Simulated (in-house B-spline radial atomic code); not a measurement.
K. Computed with a B-spline radial atomic code. Model: non-relativistic spherical atom: semilocal Troullier-Martins pseudo-atom, one channel per l, against all electrons, high spin, G0W0 and RPA with empty states to l = 8, local potential for every l without a channel, a model core (radius 0 = none) keeps its share of the functional.

What the tables leave out is listed at the end.

The pseudopotential gives back the lowest level of each angular momentum of its own functional in the configuration it was made in; a second state of the same l is only approximately right. Exact exchange, RPA and GW see the smooth pseudo-orbitals and miss the exchange with the core, for which the functional's share stands in. The column with an uncorrelated core keeps all orbitals and exact exchange, and so separates missing core correlation from pseudisation. Only the three outermost levels and the lowest empty one were computed. RPA here is direct RPA, with no exchange kernel, and its energies carry an (l + 1/2)⁻⁴ tail. A hybrid on a potential with a model core restores only its own semilocal share of the core's exchange.

Command:
```bash
python run_psgw.py task.json out
```
Settings (lengths in bohr, energies in hartree):
```
Z                      19
electrons              19
configuration          [Ar] 4s1
generated_in           [Ar] 4s1
functional             pbe,pbe
core_shells            3
radius_factor          0.9
core_correction        False
ion_configuration      [Ne] 3s2 3p6
```

Cost of the run: 48 s on 1 thread of Arm Neoverse N1 (shared host).

Given: made with PBE; model core radius 0 bohr; local radius 0.984 bohr; mean-field start PBE.

Valence shells of the generating configuration: 3s, 3p, 4s.

Channel: s 0.974, p 1.042 (radii in bohr).

Computed: largest level miss in the spin-unpolarised generating configuration 0.011 eV; valence RPA correlation energy all-electron orbitals -0.47621 hartree; valence RPA correlation energy pseudo -0.48125 hartree; pseudo-atom RPA polarisability 161.38 bohr³; ionisation by mean-field all-electron 4.4493 eV; ionisation by mean-field pseudo minus all 0.018 eV; ionisation by RPA pseudo minus all 0.01 eV.

```tsv
level	occupied	mean-field all-electron (eV)	mean-field pseudo minus all (eV)	G0W0 all-electron (eV)	G0W0 uncorrelated core minus all (eV)	G0W0 pseudo minus all (eV)	exchange self-energy all-electron (eV)	exchange self-energy pseudo (eV)
4s up	1	-2.5341	-0.011	-4.3991	0.005	-0.015	-5.7381	-5.5556
4s down (empty)	0	-1.507	-0.013	-0.48547	0.007	-0.001	-0.96787	-0.71266
```

Q: What is the ionisation by RPA all-electron?

A: 4.7792 eV.

Q: What is the all-electron RPA polarisability, core included?

A: 162.84 bohr³.

Given: mean-field start PBE0.

Computed: valence RPA correlation energy all-electron orbitals -0.44037 hartree; valence RPA correlation energy pseudo -0.44715 hartree; all-electron RPA polarisability, core included 131.32 bohr³; pseudo-atom RPA polarisability 130.33 bohr³; ionisation by mean-field all-electron 4.3765 eV; ionisation by RPA pseudo minus all 0.012 eV.

```csv
level,occupied,mean-field all-electron (eV),mean-field pseudo minus all (eV),G0W0 all-electron (eV),G0W0 uncorrelated core minus all (eV),G0W0 pseudo minus all (eV),exchange self-energy all-electron (eV),exchange self-energy pseudo (eV)
4s up,1,-2.9886,-0.011,-4.5761,0.006,-0.015,-5.6377,-5.4719
4s down (empty),0,-1.0057,-0.01,-0.36394,0.007,-0.004,-0.76724,-0.57118
```

Q: What is the ionisation by mean-field pseudo minus all?

A: 0.016 eV.

Q: What is the ionisation by RPA all-electron?

A: 4.6574 eV.

Given: mean-field start Hartree-Fock.

Computed: valence RPA correlation energy pseudo -0.37238 hartree; all-electron RPA polarisability, core included 95.41 bohr³; ionisation by mean-field all-electron 4.008 eV; ionisation by mean-field pseudo minus all 0.011 eV; ionisation by RPA all-electron 4.4549 eV; ionisation by RPA pseudo minus all 0.011 eV.

| level | occupied | mean-field all-electron (eV) | mean-field pseudo minus all (eV) | G0W0 all-electron (eV) | G0W0 uncorrelated core minus all (eV) | G0W0 pseudo minus all (eV) | exchange self-energy all-electron (eV) | exchange self-energy pseudo (eV) |
| --- | --- | --- | --- | --- | --- | --- | --- | --- |
| 4s up | 1 | -4.0178 | -0.011 | -4.5289 | 0.006 | -0.008 | -5.2541 | -5.129 |
| 3p down | 1 | -25.945 | -0.07 | -25.777 | 0.119 | 0.024 | -27.556 | -24.893 |
| 3p up | 1 | -25.991 | -0.076 | -25.819 | 0.117 | 0.019 | -27.537 | -24.894 |

Q: What is the pseudo-atom RPA polarisability?

A: 94.966 bohr³.

Q: What is the valence RPA correlation energy all-electron orbitals?

A: -0.36367 hartree.

Among the listed levels the largest G0W0 shift of the pseudo-atom is +0.02 eV, for 3p down on the Hartree-Fock start, while leaving the core uncorrelated moves that level by +0.12 eV. The rest, -0.10 eV, comes from pseudisation and the lost core exchange. Not in the tables (levels of low weight, unsolved or above zero; the highest and the empty levels are kept at any weight): on PBE the G0W0 levels 3p down (pseudo minus all -0.01 eV, weights 0.08 and 0.09), 3p up (pseudo minus all -0.02 eV, weights 0.08 and 0.09); on PBE0 the G0W0 levels 3p down (pseudo minus all -0.01 eV, weights 0.08 and 0.08), 3p up (pseudo minus all -0.02 eV, weights 0.08 and 0.08).
